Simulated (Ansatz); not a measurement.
`B/C(O)=C(/B)[SiH3]`. Charge 0, multiplicity 1.

Cartesian coordinates in Å:
```
B -0.5961 -0.6293 1.8577
C -0.3064 0.5125 0.8837
O -0.4732 1.8186 1.2773
C 0.1190 0.3223 -0.3876
B 0.4193 1.4349 -1.3914
Si 0.4120 -1.3760 -1.1293
H -0.9718 -0.3980 2.9735
H -0.4492 -1.7623 1.5099
H -0.7751 1.8307 2.1897
H -0.4273 1.8201 -2.1473
H 1.5285 1.8752 -1.5012
H 1.4818 -2.1213 -0.4207
H -0.8299 -2.1863 -1.1850
H 0.8683 -1.1412 -2.5295
```

(1) Give the diagnostics of a CCSD(T)/def2-TZVPP run (frozen core, the Gaussian-basis code of Ansatz). (An estimate is asked.)

Answers

(1) Computed: T1 = 0.0137, largest single amplitude 0.020, largest double 0.063, (T) share of the correlation energy 4.1 %, 10 CCSD cycles. The RHF solution is unstable towards an unrestricted one. T1 lies under the customary mark of 0.02 for closed shells.
